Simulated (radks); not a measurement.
Radial electron density D(r) = 4 pi r^2 rho(r) of an atom or ion with 3 electrons. Calculated with a radial shooting solver on a logarithmic mesh with Libxc functionals: scalar-relativistic Kohn-Sham, OLYP, spin-unpolarised, spherical densities, finite nucleus; Fermi nuclear charge, rms radius of each element as measured or else 0.836 A^(1/3) + 0.57 fm.

| r (bohr) | D(r) (e/bohr) |
|---|---|
| 0.0009127 | 1.800 |
| 0.001133 | 2.610 |
| 0.001406 | 3.762 |
| 0.001731 | 5.313 |
| 0.002148 | 7.537 |
| 0.002666 | 10.57 |
| 0.003309 | 14.63 |
| 0.004107 | 19.89 |
| 0.005097 | 26.48 |
| 0.006275 | 34.02 |
| 0.007788 | 42.73 |
| 0.009666 | 51.52 |
| 0.012 | 59.04 |
| 0.01489 | 63.51 |
| 0.01848 | 63.12 |
| 0.02275 | 57.22 |
| 0.02824 | 45.97 |
| 0.03505 | 32.25 |
| 0.04349 | 20.15 |
| 0.05398 | 12.94 |
| 0.067 | 10.90 |
| 0.08249 | 11.17 |
| 0.1024 | 10.33 |
| 0.1271 | 7.250 |
| 0.1577 | 3.552 |
| 0.1957 | 1.132 |
| 0.241 | 0.2307 |
| 0.2991 | 0.02400 |
| 0.3712 | 0.001190 |

What is the nuclear charge?

Answer. Z = 55. The innermost maximum, from 1s, lies near gamma/Z bohr with gamma = sqrt(1 - (Z/c)^2) = 0.916, here 0.0167 bohr (found: 0.0164), and its height grows with Z. The density is that of the caesium ion Cs52+ in [He] 2s1; the configuration itself is not fixed sharply by these data, and Z only to a few units. D(r) has 2 maxima, at r = 0.0164, 0.0845 bohr, and minima at 0.0686 bohr, inside which lie 2.13 electrons.
